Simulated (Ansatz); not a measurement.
Ansatz (a quantum-chemistry and plane-wave program) input:

Ansatz 0.2 input:
```yaml
crystal:
  periodic: [false, false, false]
  atoms:
    - {symbol: C, position_ang: [-1.47869199, 1.79729656, -0.58951216]}
    - {symbol: C, position_ang: [-1.31148253, 0.36545079, -0.09257554]}
    - {symbol: C, position_ang: [-2.12536162, -0.61087560, -0.93487888]}
    - {symbol: Si, position_ang: [0.60543299, -0.16088534, -0.01180060]}
    - {symbol: O, position_ang: [2.30082622, -0.55914154, -0.40931954]}
    - {symbol: O, position_ang: [0.98674457, 1.02844986, 1.17325346]}
    - {symbol: O, position_ang: [0.26831126, -1.64696747, 0.78955992]}
    - {symbol: H, position_ang: [-1.04474034, 1.90522845, -1.59193013]}
    - {symbol: H, position_ang: [-0.96012638, 2.50066307, 0.06526293]}
    - {symbol: H, position_ang: [-2.53515261, 2.09731844, -0.65317562]}
    - {symbol: H, position_ang: [-1.64920896, 0.30626405, 0.95248548]}
    - {symbol: H, position_ang: [-3.18536055, -0.32403030, -1.00043204]}
    - {symbol: H, position_ang: [-1.73107503, -0.65065485, -1.95848076]}
    - {symbol: H, position_ang: [-2.06710675, -1.62168817, -0.52594185]}
    - {symbol: H, position_ang: [2.81726702, -0.81109612, 0.38051751]}
    - {symbol: H, position_ang: [1.92786608, 1.21210015, 1.13375295]}
    - {symbol: H, position_ang: [0.99773607, -2.25166731, 0.63699860]}
basis:
  gaussian:
    orbitals: def2-TZVPD
hamiltonian:
  xc: {name: r2SCAN0}
total_charge: -1
magnetization: {spin_polarized: true, initial_magnetization: 1}
output: {forces: true}
```

**Question.** What final total energy does it print?

**Answer.** -635.52516 Eh (r2SCAN0/def2-TZVPD). The basis has 364 functions.
